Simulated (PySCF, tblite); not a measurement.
Compound: CH13N3OSi3.
Numbering: `[CH3:1][O:2][SiH2:3][N:4]([SiH3:5])[SiH:6]([NH2:7])[NH2:8]` (hydrogens: H9, H10, H11 on C1; H12, H13 on Si3; H14, H15, H16 on Si5; H17 on Si6; H18, H19 on N7; H20, H21 on N8)

Cartesian coordinates in Å at the GFN2-xTB level; atoms count from 1:
```xyz
21
CH13N3OSi3 angstrom
C      2.8076   -1.6726    0.3089
O      1.5893   -1.0010    0.2755
Si     1.4299    0.5969    0.0372
N     -0.2602    0.8645    0.2063
Si    -0.7942    2.4735   -0.1256
Si    -1.3263   -0.4965    0.5305
N     -1.2352   -1.5360   -0.8414
N     -3.0108   -0.1431    0.6394
H      3.3276   -1.5809   -0.6480
H      2.6121   -2.7261    0.5126
H      3.4555   -1.2692    1.0903
H      1.9226    0.9515   -1.3007
H      2.1863    1.3440    1.0493
H     -0.7283    2.7610   -1.5620
H      0.0824    3.3998    0.5934
H     -2.1682    2.6108    0.3540
H     -0.9814   -1.0103    1.8598
H     -0.3032   -1.8097   -1.1062
H     -1.8460   -2.3371   -0.8490
H     -3.4782    0.0881   -0.2220
H     -3.2903    0.5092    1.3519
```

Computed, not measured: PBE0/pcSseg-1 in PySCF (dipole) on a GFN2-xTB geometry, gas phase.

Take the most abundant isotopes and a rigid rotor. The values belong to one conformer with, in the numbering `[CH3:1][O:2][SiH2:3][N:4]([SiH3:5])[SiH:6]([NH2:7])[NH2:8]`, C1–O2–Si3–N4 -176°, O2–Si3–N4–Si5 -175°, Si3–N4–Si6–N7 -64°, N4–Si6–N7–H 53° and -175°, N4–Si6–N8–H 72° and -60°.

(1) What are A, B and C (GHz)?

(2) What kind of rotor is it?

(3) Is it planar, by Δ = Ic − Ia − Ib?

(4) List the rotational levels J(Ka,Kc) to J = 2 (MHz).

(5) Predict some low-J microwave lines.

## Answers

(1) Ia = 334.42, Ib = 548.10, Ic = 805.64 u·Å²; 505379 MHz·u·Å²/I gives 1511, 922.1 and 627.3 MHz, that is A = 1.5112, B = 0.9221, C = 0.6273 GHz.

(2) An asymmetric top; Ray's κ = -0.333.

(3) Not planar: Δ = Ic − Ia − Ib = -76.88 u·Å². For a rigid frame Δ = −2 Σ m c², so Σ m c² = 38.44 u·Å² lies off the ab plane: 14.92 from hydrogen and 23.52 from heavier atoms. The atom farthest from that plane is 1.66 Å away.

(4) Above 0(0,0):
J = 1: 1(0,1) 1549, 1(1,1) 2139, 1(1,0) 2433
J = 2: 2(0,2) 4562, 2(1,2) 4942, 2(1,1) 5827, 2(2,1) 7594, 2(2,0) 7680
The levels of one J sum to (2J + 1)J(J + 1)(A + B + C)/3.

(5) The dipole components are |μa| = 1.35 D, |μb| = 0.06 D, |μc| = 0.25 D. The squared components, which scale the intensities, stand as 1.00 : 0.00 : 0.03 (a : b : c). Some lines, for components of 0.1 D or more:

```tsv
type	branch	J(Ka,Kc)	MHz	lower level (cm⁻¹)
c	Q	2(1,2) ← 2(0,2)	380	0.152
a	Q	3(2,1) ← 3(2,2)	391	0.408
c	Q	1(1,1) ← 1(0,1)	589	0.052
a	Q	2(1,1) ← 2(1,2)	884	0.165
c	Q	3(2,2) ← 3(1,2)	1390	0.362
a	R	1(0,1) ← 0(0,0)	1549	0.000
a	Q	3(1,2) ← 3(1,3)	1752	0.304
c	Q	2(2,1) ← 2(1,1)	1767	0.194
c	R	1(1,0) ← 0(0,0)	2433	0.000
a	R	2(1,2) ← 1(1,1)	2804	0.071
a	R	2(0,2) ← 1(0,1)	3013	0.052
c	Q	3(3,1) ← 3(2,1)	3340	0.421
a	R	2(1,1) ← 1(1,0)	3393	0.081
a	R	3(1,3) ← 2(1,2)	4158	0.165
c	R	2(1,1) ← 1(0,1)	4277	0.052
a	R	3(0,3) ← 2(0,2)	4343	0.152
a	R	3(2,2) ← 2(2,1)	4648	0.253
a	R	3(2,1) ← 2(2,0)	4953	0.256
a	R	3(1,2) ← 2(1,1)	5026	0.194
c	R	2(2,0) ← 1(1,0)	5247	0.081
c	R	2(2,1) ← 1(1,1)	5456	0.071
c	R	3(1,2) ← 2(0,2)	6291	0.152
c	R	3(2,1) ← 2(1,1)	6806	0.194
c	R	3(2,2) ← 2(1,2)	7300	0.165
c	R	3(3,0) ← 2(2,0)	8309	0.256
c	R	3(3,1) ← 2(2,1)	8378	0.253
```

Its lowest GFN2-xTB frequency is 5 cm⁻¹, too small to tell a flat minimum from a shallow saddle. These are rigid-rotor constants of the computed structure; measured ground-state constants (B0) also hold zero-point vibration. A rigid rotor knows nothing of inversion at nitrogen or internal rotation, which can split or shift real lines. Quadrupole hyperfine structure (14N) is left out.

The run took 52 s of wall time on an Arm Neoverse V1 with one thread, shared host with 32 logical CPUs at a one-minute load of 25, and the process peaked at 1.1 GiB of memory. This is the PBE0/pcSseg-1 job that gave the dipole, with the shieldings it also computed.
